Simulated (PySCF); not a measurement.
SMILES CCC[CH2][In]([CH3])[CH3], singlet, GFN2-xTB optimised geometry.

```
22

In    -0.23     1.65     0.00
C      2.02     1.65     0.00
H      2.39     1.37    -0.99
H      2.40     0.94     0.73
H      2.39     2.64     0.24
C     -1.33     3.62     0.00
H     -2.40     3.47    -0.13
H     -0.96     4.25    -0.81
H     -1.16     4.13     0.94
C     -1.32    -0.34    -0.02
C     -0.33    -1.48     0.08
C     -0.99    -2.87     0.09
C     -1.62    -3.23    -1.25
H     -2.03    -0.37     0.82
H     -1.90    -0.39    -0.94
H      0.38    -1.43    -0.76
H      0.25    -1.37     1.00
H     -0.23    -3.61     0.33
H     -1.75    -2.90     0.87
H     -0.89    -3.18    -2.05
H     -2.45    -2.56    -1.49
H     -2.02    -4.25    -1.22
```

Density from B3LYP/def2-SVP, def2 effective core potentials past Kr in PySCF 2.14.0 at that geometry. The core electrons that the potentials of In replace are not part of the density.

Minimum of the electron density along straight lines between bonded atoms, close to the bond critical point (lines longer than 1.1 times the sum of covalent radii, or with two minima, are not listed):

```
bond     length / Å  ρ at the minimum / e bohr⁻³  ∇²ρ there / e bohr⁻⁵  position (fraction from the first atom)
-------  ----------  ---------------------------  --------------------  ---------------------------------------
In1–C2        2.247                        0.082                  0.15                                     0.50
C2–H3         1.090                        0.270                 -0.95                                     0.62
C2–H4         1.089                        0.271                 -0.96                                     0.62
C2–H5         1.089                        0.271                 -0.97                                     0.62
In1–C6        2.254                        0.081                  0.15                                     0.50
C6–H7         1.089                        0.271                 -0.97                                     0.62
C6–H8         1.090                        0.270                 -0.96                                     0.62
C6–H9         1.090                        0.270                 -0.95                                     0.62
In1–C10       2.266                        0.081            (withheld)                                     0.50
C10–C11       1.523                        0.245                 -0.55                                     0.50
C11–C12       1.533                        0.244                 -0.56                                     0.50
C12–C13       1.524                        0.245                 -0.57                                     0.50
C10–H14       1.094                        0.270                 -0.95                                     0.62
C10–H15       1.092                        0.271                 -0.95                                     0.62
C11–H16       1.096                        0.274                 -0.97                                     0.62
C11–H17       1.097                        0.274                 -0.98                                     0.62
C12–H18       1.093                        0.276                 -0.99                                     0.62
C12–H19       1.093                        0.276                 -0.99                                     0.62
C13–H20       1.088                        0.276                 -1.00                                     0.62
C13–H21       1.087                        0.278                 -1.01                                     0.62
C13–H22       1.088                        0.277                 -1.01                                     0.62
```

Q: Fill in the missing entries.

A: 
- In1–C10, ∇²ρ there / e bohr⁻⁵: 0.14
